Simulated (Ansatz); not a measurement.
`[SiH3][N]([SiH3])[InH2]` + silanol → `[SiH3][O][InH2]` + `[SiH3]N[SiH3]`  (ligand exchange at the In–N bond)

Computed with Ansatz on PBE0-D4/def2-TZVP structures; ΔE is electronic, products minus reactants. CCSD(T)/CBS adds triple-zeta CCSD(T) − MP2 to the extrapolated MP2 energy (def2 sets, frozen cores). This one scheme is used for every species. Functionals use def2-TZVPP. Elements past krypton have def2 core potentials. For In outer-core shells are correlated without core-valence functions, which leaves a few kJ/mol of doubt a bond.

**Question.** Is it downhill or uphill in electronic energy at CCSD(T)/CBS, and by how much? (An estimate is asked.)

**Answer.** The calculation gave: Downhill: ΔE = -0.16 eV.

**Question.** What do these levels give: r2SCAN, RPA@PBE/def2-TZVPP, CCSD(T)/def2-SVP, MP2/def2-TZVPP, MP2/def2-QZVPP, HF/CBS(def2)? (An estimate is asked.)

**Answer.** The calculation gave: r2SCAN -0.25, RPA@PBE/def2-TZVPP -0.17, CCSD(T)/def2-SVP -0.23, MP2/def2-TZVPP -0.13, MP2/def2-QZVPP -0.13, HF/CBS(def2) -0.42 eV.

Largest T1 diagnostic among the species: 0.015.

The D4 term adds +0.08 eV with B3LYP and +0.05 eV with PBE0; it sums over pairs of atoms, weighted by their polarisabilities, and B3LYP, whose exchange is more repulsive, gets the larger term. Leaving LDA and LC-ωPBE aside and taking each functional with its dispersion term where it has one, the values, not all of them listed here, spread over 0.11 eV, from CAM-B3LYP-D4 to PBE-D4. LDA lies +0.09 eV from PBE without D4. At CCSD(T), def2-SVP lies −0.07 eV from the extrapolated value and def2-TZVPP −0.01 eV.

B3LYP here is the variant with VWN-RPA as its local correlation; programs differ in this.
